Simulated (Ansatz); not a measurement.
A structure relaxed at PBE-D4/def2-SVP in Ansatz, charge 0, doublet:

Cartesian coordinates in Å:
```
Na -1.794 -1.837 0.920
Na 0.666 0.697 -0.338
Cl 2.469 2.267 -1.254
Cl 0.018 -0.427 1.958
Cl -1.359 -0.700 -1.286
```

(1) Give its formula and point group.

(2) Summarise the bond lengths by kind (pairs closer than 1.2 times the sum of covalent radii, bridged metal pairs left out).

Results:

(1) the cluster Na₂Cl₃. Point group Cs (tolerance 0.1 Å).

(2) 5 × Cl–Na 2.52 to 2.64 Å.

The gap within one spin of the charge 0 doublet nearly closes, so an electron or hole may be smeared out by delocalisation error. The relaxation made no stability test and no search for a lower SCF solution. Another isomer (doublet) lies 0.88 eV lower at PBE0-D4/def2-TZVP; other spin states weren't run for this one.
